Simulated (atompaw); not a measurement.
# What one change does to a pseudopotential (indium, PAW (atompaw))

* Element: indium
* Generator: atompaw 4.2.0.5
* Type: PAW
* Functional: LDA (PW92)
* Relativity: scalar-relativistic
* Frozen core: [Kr] 4d10
* Valence charge: 3
* Reference configuration: 5s2 5p1
* Partial waves: 5s (bound): rc 2.35 bohr; 5s channel at 0.2 Ry: rc 2.35 bohr; 5p (bound): rc 2.75 bohr; 5p channel at 2.55 Ry: rc 2.75 bohr; 5d channel at 0.2 Ry: rc 2.45 bohr
* Local potential: troulliermartins scheme with l = 3 at -0.5 Ry, radius 2.15 bohr
* Core correction: smooth core density matched at 1.65 bohr
* Augmentation charge: besselshape compensation charge, radius 2.65 bohr; PAW radius 2.75 bohr; waves and projectors: custom polynom gramschmidtortho

Change: added wave 5d channel at 2.8 Ry: rc 2.75 bohr.

Cutoffs: the cutoffs (Ry, on a coarse ladder) from which the occupation-weighted sum of valence levels, in a spherical-Bessel basis at the reference potential, stays within 10 and 1 mRy of its value at 400 Ry; they do not see the model core or the augmentation charge, which bear on the density cutoff.

Question: What does the change do?

Answer: Both files are so soft that the ladder of cutoffs tells neither apart; the bound ghosts move from p, s to d, p, s; the range in which the d phases agree widens (upper end 0.4 → at the end of the scan).

```csv
quantity,base,changed
"cutoff, loose",10 Ry,10 Ry
"cutoff, tight",10 Ry,10 Ry
bound ghosts,"s, p","s, d, p"
s: phases at 2.75 bohr within 0.05 rad from the reference energy up to (Ry; the scan ends near 5),3.8,3.8
p: phases at 2.75 bohr within 0.05 rad from the reference energy up to (Ry; the scan ends near 5),to the end of the scan,to the end of the scan
d: phases at 2.75 bohr within 0.05 rad from the reference energy up to (Ry; the scan ends near 5),0.4,to the end of the scan
lowest overlap eigenvalue by channel,"s 0.04, p 0.16, d 1.00","s 0.04, p 0.16, d 0.59"
```

 A true bound ghost makes a file unfit for plane-wave use even where its test errors are small: the radial tests pick states by their node count and pass the ghost by. The cutoffs see the waves, projectors and local potential, not the compensation charge or the core.
